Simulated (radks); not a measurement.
The numbers below are computed, except where a source is named.
Task: Species: Te3+. Configuration: [Kr] 4d10 5s2 5p0.75 5d0.25 (fractional occupations, a model configuration). Level of theory: scalar-relativistic Kohn-Sham, OLYP, spin-polarised, spherical densities, finite nucleus; open shells are filled with parallel spins first (spin-orbit coupling, left out, can overturn this in heavy ions); Fermi nuclear charge, rms radius 4.7423 fm (a radial shooting solver on a logarithmic mesh with Libxc functionals). Some entries of the table are withheld. Estimate them.

| orbital | occ. | eigenvalue (eV) | <1/r> (bohr^-1) |
|---|---|---|---|
| 1s up | 1 | -31656.44 | 55.56 |
| 1s down | 1 | -31656.41 | 55.56 |
| 2s up | 1 | -4885.856 | 12.72 |
| 2s down | 1 | -4885.836 | 12.72 |
| 2p up | 3 | -4390.230 | 12.19 |
| 2p down | 3 | -4390.198 | 12.19 |
| 3s up | 1 | -998.5751 | 4.547 |
| 3s down | 1 | -998.5462 | 4.547 |
| 3p up | 3 | -837.4178 | 4.326 |
| 3p down | 3 | -837.3839 | 4.326 |
| 3d up | 5 | -593.9933 | 4.093 |
| 3d down | 5 | -593.9590 | 4.093 |
| 4s up | 1 | -196.4874 | 1.824 |
| 4s down | 1 | -196.4337 | 1.823 |
| 4p up | 3 | -146.4770 | 1.667 |
| 4p down | 3 | -146.4281 | 1.667 |
| 4d up | 5 | (1) | 1.379 |
| 4d down | 5 | (2) | 1.382 |
| 5s up | 1 | (3) | 0.6791 |
| 5s down | 1 | (4) | 0.6831 |
| 5p up | 0.75 | -32.2830 | 0.5799 |
| 5p down | 0 | -31.1225 | 0.5731 |
| 5d up | 0.25 | -18.3394 | 0.4112 |
| 5d down | 0 | -17.9268 | 0.3900 |

Result: 
(1) 4d up eigenvalue (eV): -73.4995
(2) 4d down eigenvalue (eV): -73.3894
(3) 5s up eigenvalue (eV): -43.4289
(4) 5s down eigenvalue (eV): -42.2598
